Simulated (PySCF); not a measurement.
Work out the structure from these simulated measurements.

Formula: C2H6N2Si.

- UV, strongest line: among the 10 lowest singlet transitions: S10 at 7.70 eV (161 nm, f = 0.057) [TDDFT PBE0/def2-SVPD]
- NMR, other nuclei: isotropic shieldings of nuclei other than C and H, by class: 240 (2 N), 405 (1 Si) ppm [GIAO PBE0/pcSseg-1]
- Dipole: 0.50 D [PBE0/def2-SVPD]
- Rotational structure: rotational constants A, B, C: 6.218, 2.783, 2.127 GHz [PBE0-D3(BJ)/def2-SVP]
- 13C NMR: chemical shifts (computed TMS as zero) by class: 97.0 (1 C), 92.1 (1 C) ppm [GIAO PBE0/pcSseg-1]
- Triplet: lowest triplet excitation (Tamm–Dancoff): 4.84 eV [TDA PBE0/def2-SVPD]
- 1H NMR: chemical shifts (computed TMS as zero) by class: 4.83 (1 H), 2.08 (1 H), 0.52 (4 H) ppm [GIAO PBE0/pcSseg-1]
- Polarisability: 65.1 au [PBE0/def2-SVPD]
- Valence photoelectron: vertical ionisation energy: 9.39 eV [ΔSCF PBE0/def2-SVPD]

Gas-phase values; electronic properties from PySCF, density fitting. Levels stand in brackets. Geometry: PBE0-D3(BJ)/def2-SVP, one conformer, isolated molecule. NMR classes are plain means over equivalent atoms (diastereotopic ones count apart unless rotation or inversion swaps them), as if these changed places fast.

Task: Give a SMILES that accounts for the data.

Result: Numbering: `[CH:1]#[C:2][SiH:3]([NH2:4])[NH2:5]`. Its formula, C2H6N2Si, gives 2 degrees of unsaturation: 0 rings and 2 π bonds in the structure found. 2 carbons fall into 2 classes; from least to most shielded: terminal alkyne carbon [C1] (97.0 ppm), alkyne carbon [C2] (92.1 ppm). Hydrogen classes from least to most shielded: 1 H on an SiH silicon, Si3 (4.83 ppm), 1 H on a terminal alkyne carbon, C1 (2.08 ppm), 4 H on 2 silicon-bound nitrogens, N4/N5 (0.52 ppm). The other shieldings belong to: 240 ppm, silicon-bound nitrogen [N4/N5]; 405 ppm, SiH silicon [Si3]. The first electron is taken from the HOMO, whose largest Löwdin shares are 0.41 on a silicon-bound nitrogen, 0.21 on a silicon-bound nitrogen, 0.10 on the SiH silicon and 0.06 on the alkyne carbon. The optimised geometry has point group C1 and is an asymmetric top. Structure: `C#C[SiH](N)N`. Computed isomers that give other values at the same levels: `N#CC[SiH2]N` (rotational constant A: 7.185 GHz; this holds for the one conformer computed). The assignments are read from this structure; whether some other isomer fits the data as well wasn't checked.

The values belong to the conformer `[CH:1]#[C:2][SiH:3]([NH2:4])[NH2:5]`: H–N4–Si3–C2 -59°, H–N4–Si3–C2 85°, H–N5–Si3–C2 -28°, H–N5–Si3–C2 -177°.
